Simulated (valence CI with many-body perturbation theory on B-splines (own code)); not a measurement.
## Ge⁹⁺ in brief

Level of theory: relativistic CI+MBPT: five valence electrons over a frozen Dirac-Fock core [Ar], a basis of 7 s, 7 p, 8 d, 6 f, 4 g, 1 h functions for each j, with the one-electron correlation potential Σ1, the two-electron term Σ2, the three-electron term Σ3, Breit, model QED; selected CI, second order for the rest, scaled by the run's own slope (own B-spline code, finite nucleus).

No measured levels were compared; by estimate terms of the open shell hold to 2 to 4 % of their energy, and close levels can change places. Among the levels kept, up to 1300 cm⁻¹ of a level comes from second order outside the variational space, and about a tenth of that is noise between levels of different J, which matters for small intervals. Excitations out of the core, of the other parity, are not computed and may begin above about 63.8 eV (a cautious bound); beyond it only levels of the ground parity were kept, without lifetimes.

Rates and lifetimes use the calculated energies. Strong lines usually hold to 10 to 20 %, long lifetimes can be off by a factor of two.

What is the ground level?

3d5 6S_5/2, composition 99 % 3d5 6S, g = 1.998.

How well does LS coupling describe the low levels?

Among the lowest 20 levels the leading LS term, summed over configurations, holds 86 % on average. For single configurations the figures are 86 % in LS and 53 % in jj coupling. Terms mix most in the J = 5/2 level at 11.04 eV, where the leading one holds 57 %.

Name the longest-lived excited levels whose lifetime is computed, and their main decay.

3d5 4G_9/2 at 7.23 eV lives 942 s, mostly by M1 to 3d5 4G_11/2; 3d5 4G_7/2 at 7.22 eV lives 678 s, mostly by M1 to 3d5 4G_5/2. The lifetime of 3d5 4G_11/2 is too uncertain to give, and may be longer.

What is the ionisation energy?

250.94 eV; NIST lists 252.1 ± 2.2 eV (theoretical).
